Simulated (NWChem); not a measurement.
System: Bi, quartet

NWChem input:

```
start job
memory heap 200 mb stack 900 mb global 1100 mb
geometry units angstroms noautoz
  Bi     0.000000     0.000000     0.000000
end
basis spherical
  Bi library def2-svp
end
ecp
  Bi library def2-ecp
end
dft
  odft
  mult 4
  xc slater pw91lda
  iterations 150
  mulliken
end
task dft energy
```

No stability test was run on the SCF state. def2 effective core potentials on Bi; no spin-orbit coupling.

Task: Give the results of this calculation. (LDA (Slater exchange, PW92)/def2-SVP with def2 effective core potentials on Bi, spin-unrestricted.) Quantities: energy (Ha); highest occupied level (eV); lowest empty minus highest occupied level, either spin (eV); <S²>.

Result: 
```
Property                                                       Value
-----------------------------------------------------------  -------
energy (Ha)                                                  -214.31
highest occupied level (eV)                                    -5.21
lowest empty minus highest occupied level, either spin (eV)     1.52
<S²>                                                            3.75
```
